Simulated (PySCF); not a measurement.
Excitations are Tamm–Dancoff values on a coarser integration grid. The basis has no diffuse functions, so Rydberg states are missing or too high.

# C$_{9}$H$_{5}$F$_{3}$, SMILES `C#Cc1cccc(C(F)(F)F)c1` (charge 0, multiplicity 1)

Computed with PySCF with PBE-D3(BJ)/def2-TZVP // PBE-D3(BJ)/def2-SVP.

| Item | Value |
|---|---|
| HOMO | -6.29 eV |
| dipole moment | 2.41 D |
| HOMO–LUMO gap | 3.84 eV |
| LUMO | -2.45 eV |
| S1 excitation (TDA) | 4.42 eV |
| S1 oscillator strength | 0.007 |
| brightest of the four lowest singlets (TDA) | 5.00 eV |
| T1 excitation (TDA) | 3.32 eV |
| S1–T1 gap (TDA) | 1.10 eV |
| vertical ionisation energy (Delta-SCF) | 8.85 eV |
| total energy | -644.9998 Ha |
| cost | roughly 20 core-minutes |

```xyz
17

C      3.2307    -1.9904    -0.7081
C      2.3084    -1.2243    -0.4550
C      1.2341    -0.3284    -0.1598
C      1.4908     1.0314     0.1467
C      0.4350     1.9012     0.4416
C     -0.8895     1.4399     0.4347
C     -1.1531     0.0934     0.1278
C     -2.5807    -0.4005     0.0597
F     -2.6788    -1.7042     0.4115
F     -3.3966     0.3083     0.8754
F     -3.0802    -0.2895    -1.1971
C     -0.1038    -0.7885    -0.1646
H      4.0434    -2.6672    -0.9317
H      2.5299     1.3902     0.1530
H      0.6459     2.9534     0.6840
H     -1.7212     2.1175     0.6738
H     -0.3143    -1.8425    -0.3916
```
